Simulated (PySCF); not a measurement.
Cards and structures have been mixed up. Pair them.

Structures:
1. `C=Cc1ccc(C=O)cc1`
2. `F[C@@H]1CC[SiH2][C@@H]1F`
3. `CC[C@@H](O)C1=CC=CC(OC)=C1`

Card P (geometry PBE0-D3(BJ)/def2-SVP):
* Rotational constants A, B, C: 4.795, 0.702, 0.613 GHz
* Static isotropic polarisability (CAM-B3LYP/def2-SVPD): 117.4 au
* Point group: Cs
* Lowest singlet excitation (TDDFT CAM-B3LYP/def2-SVPD): 3.85 eV (322 nm, f = 0.000)
* HOMO energy (CAM-B3LYP/def2-SVPD): -8.19 eV
* Dipole moment (CAM-B3LYP/def2-SVPD): 3.72 D
* Strongest line among the 6 lowest singlet transitions (TDDFT CAM-B3LYP/def2-SVPD): S2 at 4.58 eV (271 nm, f = 0.575)

Card Q (geometry PBE0-D3(BJ)/def2-SVP):
- Rotational constants A, B, C: 1.633, 0.511, 0.434 GHz
- Static isotropic polarisability (wB97X-D/def2-SVPD): 127.9 au
- Isotropic shieldings of nuclei other than C and H, by class (GIAO B97-2/pcSseg-1): 230 (1 O), 272 (1 O) ppm
- Point group: C1
- Dipole moment (wB97X-D/def2-SVPD): 1.40 D
- Largest of the computed one-bond spin–spin couplings (means over like bonds) (B3LYP/pcJ-1, spin–dipole term left out): 13C–1H +169.3, 13C–1H +165.8, 13C–1H +163.4, 13C–1H +161.0, 13C–1H +148.3 (×3), 13C–1H +147.3, 13C–1H +132.8 (×3), 13C–1H +131.8 Hz
- Lowest singlet excitation (TDDFT wB97X-D/def2-SVPD): 5.16 eV (240 nm, f = 0.034)

Card R (geometry PBE0-D3(BJ)/def2-SVP):
* Rotational constants A, B, C: 2.703, 2.225, 1.552 GHz
* Static isotropic polarisability (CAM-B3LYP/def2-SVPD): 72.5 au
* 13C chemical shifts (computed TMS as zero) by class (GIAO PBE0/pcSseg-1): 95.8 (1 C), 91.6 (1 C), 28.7 (1 C), 4.1 (1 C) ppm
* Isotropic shieldings of nuclei other than C and H, by class (GIAO PBE0/pcSseg-1): 388 (1 F), 442 (1 F), 389 (1 Si) ppm
* Point group: C1

Species are written as SMILES; each is one conformer at its optimised geometry, gas phase, non-relativistic unless stated; the electronic structure was computed with PySCF and density fitting. NMR classes are plain means over equivalent atoms (diastereotopic ones count apart unless rotation or inversion swaps them), as if these changed places fast.

Question: Which card belongs to which structure?

Answer: P = 1, Q = 3, R = 2. What ties each card to its structure:
- 1 (card P), C9H8O, monoisotopic mass 132.1 u, 10 heavy atoms: point group Cs; an asymmetric top with C = 0.613 GHz; polarisability 117.4 au for 70 electrons; dipole 3.72 D.
- 2 (card R), C4H8F2Si, monoisotopic mass 122.0 u, 7 heavy atoms: 4 C in 4 classes; the least shielded carbon (95.8 ppm) is an sp3 C–F carbon; an asymmetric top with C = 1.552 GHz, the highest such constant on the cards; polarisability 72.5 au for 64 electrons.
- 3 (card Q), C10H14O2, monoisotopic mass 166.1 u, 12 heavy atoms: an asymmetric top with C = 0.434 GHz, the lowest such constant on the cards; polarisability 127.9 au for 90 electrons; dipole 1.40 D.
